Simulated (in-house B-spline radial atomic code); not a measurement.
Radial electron density of Xe IV (Xe3+), [Kr] 4d10 5s2 5p3. Method: non-relativistic PBE, spin-polarised, spherical fractional occupations, point nucleus. Calculated with a radial B-spline atomic code at the basis-set limit.

Columns: r (bohr), 4πr²n(r) (electrons per bohr), bar.

```
  0.0013    2.053 #
 0.00161    3.046 #
 0.00198    4.426 ##
 0.00245    6.442 ###
 0.00302    9.204 #####
 0.00372    12.95 ######
 0.00459    17.95 #########
 0.00566    24.32 ############
 0.00698     32.1 ################
 0.00861    41.02 ####################
  0.0106     50.3 #########################
  0.0131    59.01 #############################
  0.0162    65.43 ################################
  0.0199    68.07 #################################
  0.0246    66.71 #################################
  0.0303    62.87 ###############################
  0.0374    60.12 ##############################
  0.0461    62.67 ###############################
  0.0569    72.01 ###################################
  0.0701    83.77 #########################################
  0.0865    89.61 ############################################
   0.107     83.7 #########################################
   0.132    71.45 ###################################
   0.162    65.72 ################################
     0.2    71.28 ###################################
   0.247    75.79 #####################################
   0.304    63.99 ###############################
   0.375    40.66 ####################
   0.463    26.11 #############
   0.571    27.13 #############
   0.704    29.81 ###############
   0.869     23.7 ############
    1.07     13.8 #######
    1.32    7.362 ####
    1.63    4.894 ##
    2.01     3.44 ##
    2.48    1.815 #
    3.06   0.6208 
    3.77   0.1311 
    4.65  0.01523 
    5.74 0.000844 
    7.08 2.001e-05
```

On this grid the curve has 4 maxima, near 0.0199, 0.0865, 0.247, 0.704 bohr.

The 5s up radial function P(r) = rR(r), positive near the nucleus:

```json
{"r (bohr)": "0.00037", "P": "0.007714"}
{"r (bohr)": "0.000563", "P": "0.01162"}
{"r (bohr)": "0.000857", "P": "0.0174"}
{"r (bohr)": "0.0013", "P": "0.02576"}
{"r (bohr)": "0.00198", "P": "0.03778"}
{"r (bohr)": "0.00302", "P": "0.05436"}
{"r (bohr)": "0.00459", "P": "0.0755"}
{"r (bohr)": "0.00698", "P": "0.0996"}
{"r (bohr)": "0.0106", "P": "0.1203"}
{"r (bohr)": "0.0162", "P": "0.1236"}
{"r (bohr)": "0.0246", "P": "0.08643"}
{"r (bohr)": "0.0374", "P": "-0.01074"}
{"r (bohr)": "0.0569", "P": "-0.1461"}
{"r (bohr)": "0.0865", "P": "-0.2056"}
{"r (bohr)": "0.132", "P": "-0.03572"}
{"r (bohr)": "0.2", "P": "0.2597"}
{"r (bohr)": "0.304", "P": "0.2039"}
{"r (bohr)": "0.463", "P": "-0.3111"}
{"r (bohr)": "0.704", "P": "-0.3702"}
{"r (bohr)": "1.07", "P": "0.3909"}
{"r (bohr)": "1.63", "P": "0.8839"}
{"r (bohr)": "2.48", "P": "0.5401"}
{"r (bohr)": "3.77", "P": "0.1114"}
{"r (bohr)": "5.74", "P": "0.005666"}
```
